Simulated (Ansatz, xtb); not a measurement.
C3H9GeN: which of two isomers lies lower

Structure I is `N[C@@H]1C[C@H]1[GeH3]`, a singlet and structure II is `N[C@@H]1C[C@@H]1[GeH3]`, a singlet. Both are isolated molecules in the gas phase, relaxed with r2SCAN-D4/def2-SVP; the shapes shown needn't be the lowest conformers.

I (Å):

```xyz
14

C     0.4781    0.1739   -1.6065
C    -0.7278   -0.6658   -1.3073
C    -0.7488    0.8156   -0.9979
Ge   -0.7418    1.4567    0.8305
N     0.7418    0.4678   -2.9864
H     1.2962   -0.2799   -3.4057
H     1.3007    1.3182   -3.0657
H     1.3353    0.0330   -0.9233
H    -1.3120   -0.9976   -2.1708
H    -0.6733   -1.3805   -0.4791
H    -1.3194    1.4184   -1.7145
H    -0.1590    2.8788    0.9157
H     0.1303    0.5102    1.6753
H    -2.1644    1.4719    1.4154
```

II (Å):

```tsv
atom	x (Å)	y (Å)	z (Å)
C	-0.2704	0.0053	-1.9975
C	-1.2454	-0.5190	-0.9882
C	0.1790	-0.2191	-0.5716
Ge	0.5661	1.3384	0.5300
N	-0.4297	1.3740	-2.4034
H	-1.1575	1.4623	-3.1128
H	0.4325	1.7283	-2.8184
H	0.0972	-0.7258	-2.7378
H	-2.0292	0.1705	-0.6569
H	-1.5529	-1.5666	-1.0618
H	0.8219	-1.0904	-0.3989
H	1.6172	2.2421	-0.1378
H	1.1486	0.8532	1.8732
H	-0.7031	2.1515	0.8156
```

Energies in hartree; the thermal terms are from GFN2-xTB frequencies at re-optimised GFN2-xTB minima (ideal gas, soft modes damped towards free rotors, one conformer each, 298.15 K, 1 atm) and include the zero-point energy:

```
                               I            II
E, CCSD(T)/def2-SVP  −2249.123363  −2249.125953
    E, MP2/def2-SVP  −2249.047515  −2249.050113
  E, MP2/def2-TZVPP  −2249.664094  −2249.665514
  zero-point energy      0.108085      0.109064
       H(298 K) − E      0.116400      0.116842
       G(298 K) − E      0.076185      0.078317
```

**Question.** Correct the CCSD(T) difference for the basis set by the MP2 change, then work out ΔE, ΔE₀, ΔH and ΔG for I → II in kJ/mol (1 Eh = 2625.50 kJ/mol) and the equilibrium ratio [II]/[I].

**Answer.** 1. Differences II − I: CCSD(T) −0.002590, MP2 in the small set −0.002598, MP2 in the large set −0.001420 Eh.
2. ΔE = −0.002590 + (−0.001420 − (−0.002598)) = −0.001412 Eh = −3.71 kJ/mol.
3. ΔE₀ = ΔE + ΔZPE = −0.001412 + (+0.000979) Eh = −1.14 kJ/mol.
4. ΔH = ΔE + (+0.000442) Eh = −2.55 kJ/mol.
5. ΔG = ΔE + (+0.002132) Eh = +1.89 kJ/mol, so ΔS = (ΔH − ΔG)/T = −14.9 J/(mol K).
6. kT = 0.9442 mEh, so K = [II]/[I] = exp(−ΔG/kT) = exp(−0.76) ≈ 0.47.

The two are too close for this level to say which is favoured. An error of 4 kJ/mol in ΔG would change K by a factor of 5. Mirror images and further conformers aren't counted.

As drawn, both hold the same kinds of bond in the same numbers.

Other levels gave ΔE = −15.0 (GFN2-xTB); +2.0 (HF/STO-3G, GFN2-xTB geometries); −0.3 (r2SCAN-D4/def2-SVP//GFN2-xTB); −6.2 (r2SCAN-D4/def2-SVP); −4.5 (HF/def2-SVP); −6.8 (MP2/def2-SVP); −6.8 (CCSD(T)/def2-SVP) kJ/mol. The correlated steps freeze 13 core orbitals; the filled d shell of Ge is correlated, in a basis made for valence electrons. Programs: Ansatz 0.2.0, xtb 6.7.1.
